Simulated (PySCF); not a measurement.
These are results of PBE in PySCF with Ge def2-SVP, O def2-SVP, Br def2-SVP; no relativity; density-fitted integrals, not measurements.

```xyz
4
charge 0 multiplicity 1, angstrom
Ge   -0.3767   -0.6524    0.0000
O    -1.2009   -2.0799    0.0000
Br    1.9124   -0.4159    0.0000
Br   -1.3163    1.4483    0.0000
```

GeOBr2 (singlet), along the line from Ge1 (at 0) through O2 (at 1.648 Å).

Problem. Tabulate the fields along this line at -0.58, -0.41, -0.25, -0.08, 0.16, 0.33, 0.49, 0.66, 0.82, 0.99, 1.15, 1.32, 1.48, 1.73, 1.90, 2.06, 2.23, 2.39, 2.55 Å.

Solution. 
```tsv
distance (Å)	electron density (e/Å³)	electron localisation function	electrostatic potential (V)
-0.58	3.3	0.341	61.2
-0.41	16.5	0.71	138
-0.25	68.4	0.643	464
-0.08	1010	0.794	3160
0.16	127	0.222	1040
0.33	37.2	0.779	236
0.49	7.24	0.505	87
0.66	1.82	0.133	43.6
0.82	1.27	0.291	26.7
0.99	1.78	0.691	24.2
1.15	2.99	0.731	40.9
1.32	5.08	0.359	104
1.48	21.5	0.268	353
1.73	181	0.99	935
1.90	7.71	0.144	176
2.06	4.09	0.76	55.6
2.23	1.94	0.861	18.4
2.39	0.851	0.829	5.37
2.55	0.348	0.723	0.735
```

On a grid of 0.08 Å the density has a local minimum along the bond near 0.82 Å from Ge, at 1.27 e/Å³, where the ELF is 0.29.
